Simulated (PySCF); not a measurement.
# Frontier orbitals and the lowest excitations

Compound: C4H11PSi.
SMILES with atom numbers: `[CH3:1][C@@H:2]1[CH2:3][CH2:4][P:5]1[SiH3:6]` (hydrogens: H7, H8, H9 on C1; H10 on C2; H11, H12 on C3; H13, H14 on C4; H15, H16, H17 on Si6)

Geometry (GFN2-xTB, Å), atoms numbered from 1 in this order:
```xyz
17
C4H11PSi angstrom
C     -0.7710   -1.7915   -0.1097
C     -0.9136   -0.4342    0.5486
C     -1.1515    0.7773   -0.3640
C     -0.3117    1.7734    0.4420
P      0.5903    0.3944    1.3484
Si     2.2009   -0.0126   -0.1583
H     -1.7234   -2.0972   -0.5426
H     -0.0246   -1.7649   -0.9019
H     -0.4706   -2.5390    0.6223
H     -1.6954   -0.4859    1.3159
H     -2.1991    1.0574   -0.4909
H     -0.7190    0.6069   -1.3504
H      0.3085    2.4604   -0.1325
H     -0.9166    2.3514    1.1431
H      3.2672    0.9379    0.1612
H      2.6628   -1.3869    0.0352
H      1.8600    0.1652   -1.5762
```

The calculation used TDDFT PBE0/def2-SVPD, vertical, gas phase, core orbitals frozen in the response (PySCF 2.14.0, density-fitted response routines).

Frontier orbitals with the atoms that hold most of them (Löwdin shares over 4%, at most four atoms; ? is withheld):

```json
{"orbital": "HOMO-3", "ε (eV)": "-9.56", "atoms": "C3 17%, Si6 15%, H15 12%, C2 11%"}
{"orbital": "HOMO-2", "ε (eV)": "-8.45", "atoms": "C4 25%, P5 22%, C2 16%, C1 10%"}
{"orbital": "HOMO-1", "ε (eV)": "-8.07", "atoms": "?"}
{"orbital": "HOMO", "ε (eV)": "-6.48", "atoms": "?"}
{"orbital": "LUMO", "ε (eV)": "-0.02", "atoms": "P5 34%, Si6 13%, C4 13%, C2 11%"}
{"orbital": "LUMO+1", "ε (eV)": "0.34", "atoms": "P5 30%, Si6 27%, H17 14%, C4 5%"}
{"orbital": "LUMO+2", "ε (eV)": "0.64", "atoms": "Si6 27%, C1 8%, H15 7%, H16 7%"}
```

Q: Which atoms hold the HOMO, and with what shares?

A: P5 (bonded to 2 C and Si) 57%; Si6 (bonded to P and 3 H) 10%; C2 (bonded to 2 C, P and H) 9%; C4 (bonded to C, P and 2 H) 8%. By element: phosphorus 57%, carbon 17% or more, silicon 10%.

Q: Which atoms hold the HOMO-1, and with what shares?

A: P5 (bonded to 2 C and Si) 26%; Si6 (bonded to P and 3 H) 18%; C2 (bonded to 2 C, P and H) 17%; C4 (bonded to C, P and 2 H) 7%. By element: phosphorus 26%, carbon 24% or more, silicon 18%.

Q: How does S1 compare with the orbital gap of 6.46 eV?

A: S1 is at 5.11 eV (f = 0.015), 1.35 eV below the gap, made of HOMO→LUMO (98%). Without the coupling terms of the response equations the lowest excitation would equal the gap.

Q: One configuration dominates each of S1 and S2. Which, and how do the shares of the two leading atoms of either orbital change from the occupied to the empty one?

A: 
- S1 (5.11 eV, f 0.015), HOMO→LUMO (98%): P5 57% → 34%, Si6 10% → 13%
- S2 (5.82 eV, f 0.107), HOMO→LUMO+1 (90%): P5 57% → 30%, Si6 10% → 27%

Löwdin shares depend on the basis, the more so with diffuse functions.

One conformer stands for the species.
